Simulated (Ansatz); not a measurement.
This singlet lies 3.28 eV below the relaxed triplet at the level frozen-core CCSD(T)/cc-pVTZ // B3LYP-D3(BJ)/def2-TZVP (Ansatz, a program for electronic structure).

Calculation: B3LYP-D3(BJ)/def2-TZVP (Ansatz). No frequencies were computed at this level.

Ansatz 0.2 input:
```yaml
crystal:
  periodic: [false, false, false]
  atoms:
    - { symbol: O, position_ang: [-0.97486, 0.28176, 0.01079] }
    - { symbol: Ge, position_ang: [0.62135, 0.980536, -0.001885] }
    - { symbol: F, position_ang: [1.551701, -0.614012, -0.01587] }
    - { symbol: H, position_ang: [-1.198192, -0.648285, 0.006965] }
basis:
  gaussian: { orbitals: def2-tzvp }
hamiltonian:
  xc: b3lyp
  dispersion: d3bj
relax:
  max_steps: 150
```

Output:

```
Functional definition: B3LYP
740 factors; their error is unknown
mean field evaluation 1: about -61295.2608 eV, gradient 7.3e1 eV
mean field evaluation 2: about -61250.3592 eV, gradient 1.6e2 eV
mean field evaluation 4: about -61302.9932 eV, gradient 1.8e1 eV
mean field evaluation 8: about -61303.4659 eV, gradient 1.9e-1 eV
mean field evaluation 16: about -61303.6940 eV, gradient 2.2e-5 eV
mean field -61303.69402364 eV, -2252.8692022327 hartree, gradient 2.2e-5 eV, S^2 0.000000; 0 other end points of the search recorded, 0 dependent functions left out
reference -61303.69419571 eV, -2252.8692085558 hartree; 25, 25 occupied and 91, 91 virtual orbitals, 740 factors
relax step   1: F+E_penalty+E_count = -61303.78348523 eV  Δ(F+E_penalty+E_count) = +0.000e0 eV  max|allowed force component| = 1.232e0 eV/Å  Δτ_max = 0.0000 Å  (27 SCF iters, accepted)
these checks for a lower state are left out or cut short: starts, cluster_reference, orbital_swaps, neighbouring_geometries, increment
740 factors; their error is unknown
mean field -61303.74543947 eV, -2252.8710917292 hartree, gradient 1.1e-5 eV, S^2 0.000000; 0 other end points of the search recorded, 0 dependent functions left out
reference -61303.74561096 eV, -2252.8710980315 hartree; 25, 25 occupied and 91, 91 virtual orbitals, 740 factors
relax step   2: F+E_penalty+E_count = -61303.83474629 eV  Δ(F+E_penalty+E_count) = -5.126e-2 eV  max|allowed force component| = 8.120e-1 eV/Å  Δτ_max = 0.0267 Å  (31 SCF iters, accepted)
these checks for a lower state are left out or cut short: starts, cluster_reference, orbital_swaps, neighbouring_geometries, increment
740 factors; their error is unknown
mean field -61303.77659655 eV, -2252.8722367308 hartree, gradient 1.2e-5 eV, S^2 0.000000; 0 other end points of the search recorded, 0 dependent functions left out
reference -61303.77676727 eV, -2252.8722430049 hartree; 25, 25 occupied and 91, 91 virtual orbitals, 740 factors
relax step   3: F+E_penalty+E_count = -61303.86629403 eV  Δ(F+E_penalty+E_count) = -3.155e-2 eV  max|allowed force component| = 3.059e-1 eV/Å  Δτ_max = 0.0476 Å  (31 SCF iters, accepted)
these checks for a lower state are left out or cut short: starts, cluster_reference, orbital_swaps, neighbouring_geometries, increment
740 factors; their error is unknown
mean field evaluation 32: about -61303.5538 eV, gradient 1.2e0 eV
mean field -61303.78297638 eV, -2252.8724711855 hartree, gradient 1.1e-5 eV, S^2 0.000000; 0 other end points of the search recorded, 0 dependent functions left out
reference -61303.78314685 eV, -2252.8724774501 hartree; 25, 25 occupied and 91, 91 virtual orbitals, 740 factors
relax step   4: F+E_penalty+E_count = -61303.87274422 eV  Δ(F+E_penalty+E_count) = -6.450e-3 eV  max|allowed force component| = 1.586e-1 eV/Å  Δτ_max = 0.0200 Å  (32 SCF iters, accepted)
these checks for a lower state are left out or cut short: starts, cluster_reference, orbital_swaps, neighbouring_geometries, increment
740 factors; their error is unknown
mean field -61303.78703354 eV, -2252.8726202833 hartree, gradient 1.1e-5 eV, S^2 0.000000; 0 other end points of the search recorded, 0 dependent functions left out
reference -61303.78720342 eV, -2252.8726265262 hartree; 25, 25 occupied and 91, 91 virtual orbitals, 740 factors
relax step   5: F+E_penalty+E_count = -61303.87715187 eV  Δ(F+E_penalty+E_count) = -4.408e-3 eV  max|allowed force component| = 6.031e-2 eV/Å  Δτ_max = 0.0518 Å  (31 SCF iters, accepted)
these checks for a lower state are left out or cut short: starts, cluster_reference, orbital_swaps, neighbouring_geometries, increment
740 factors; their error is unknown
mean field -61303.78703012 eV, -2252.8726201575 hartree, gradient 1.1e-5 eV, S^2 0.000000; 0 other end points of the search recorded, 0 dependent functions left out
reference -61303.78719992 eV, -2252.8726263976 hartree; 25, 25 occupied and 91, 91 virtual orbitals, 740 factors
relax step   6: F+E_penalty+E_count = -61303.87717922 eV  Δ(F+E_penalty+E_count) = -2.735e-5 eV  max|allowed force component| = 2.393e-2 eV/Å  Δτ_max = 0.0085 Å  (32 SCF iters, accepted)
these checks for a lower state are left out or cut short: starts, cluster_reference, orbital_swaps, neighbouring_geometries, increment
740 factors; their error is unknown
mean field -61303.78712843 eV, -2252.8726237704 hartree, gradient 1.1e-5 eV, S^2 0.000000; 0 other end points of the search recorded, 0 dependent functions left out
reference -61303.78729826 eV, -2252.8726300115 hartree; 25, 25 occupied and 91, 91 virtual orbitals, 740 factors
relax step   7: F+E_penalty+E_count = -61303.87726952 eV  Δ(F+E_penalty+E_count) = -9.031e-5 eV  max|allowed force component| = 2.689e-3 eV/Å  Δτ_max = 0.0050 Å  (32 SCF iters, accepted)
740 factors; their error is unknown
mean field evaluation 64: about -61303.7871 eV, gradient 2.9e-3 eV
mean field -61303.78712843 eV, -2252.8726237704 hartree, gradient 1.1e-5 eV, S^2 0.000000; 1 other end points of the search recorded, 0 dependent functions left out
reference -61303.78729826 eV, -2252.8726300115 hartree; 25, 25 occupied and 91, 91 virtual orbitals, 740 factors
Total energy: -61303.87743935 eV, -2252.8759426356 hartree
Atom 0 at    -1.029979     0.311708     0.010169 Å, force     0.001035     0.002689     0.000522 eV/Å
Atom 1 at     0.634119     0.954194    -0.001420 Å, force    -0.000990    -0.001064    -0.000314 eV/Å
Atom 2 at     1.481114    -0.612404    -0.015647 Å, force     0.000146     0.000426     0.000202 eV/Å
Atom 3 at    -1.085255    -0.653500     0.006898 Å, force    -0.000191    -0.002052    -0.000411 eV/Å
Dipole moment:    -0.021343     0.154209     0.001039 e Å
```

Cost: around 19 core-seconds (rough).
